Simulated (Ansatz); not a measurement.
A made-up structure of SiNH₄Te (charge +1), singlet:

```
7
angstrom
N -0.6807 0.0737 -0.5477
Te -1.0498 -1.5008 0.9222
Si 0.7987 0.0203 0.5257
H -0.6217 -0.2616 -1.5055
H -1.3241 0.8580 -0.4825
H 0.9063 1.2541 1.3199
H -1.7505 -2.6695 1.9218
```

It is relaxed with PBE-D4/def2-SVP and then PBE0-D4/def2-TZVP (Ansatz 0.2.0). Atoms count as bonded within 1.22 times the sum of their covalent radii (H–H: 0.88 Å). The end point is not checked to be a true minimum.

**Question.** Does its bonding change? (A judgement: the text doesn't fix the answer.)

**Answer.** Computed: Yes. Formed: none; broken: N1–Te2.

Where it ends: The first stage lowers the energy by 4.45 eV in 15 steps. It ends as SiNH₄Te ([NH2][SiH][TeH]), total charge +1:
```xyz
7
angstrom
N -0.5888 0.4920 -0.8892
Te -1.7042 -2.0479 1.3464
Si -0.3024 -0.2893 0.5358
H 0.0110 1.2347 -1.2246
H -1.3558 0.2981 -1.5174
H 0.8861 0.1899 1.2594
H -0.6677 -2.1031 2.6435
```

Labels in which every atom is bracketed show which atoms are joined, not bond orders.

For scale, one of the runs: PBE0-D4/def2-TZVP relaxation, 142 basis functions, launched by `ansatz run in.yaml --threads 2 --pin off --events-out ev --progress --plain --max-ram 4352MiB`. Hardware: 2 CPU threads of an Arm Neoverse V2, shared host. Wall time about 19 s.
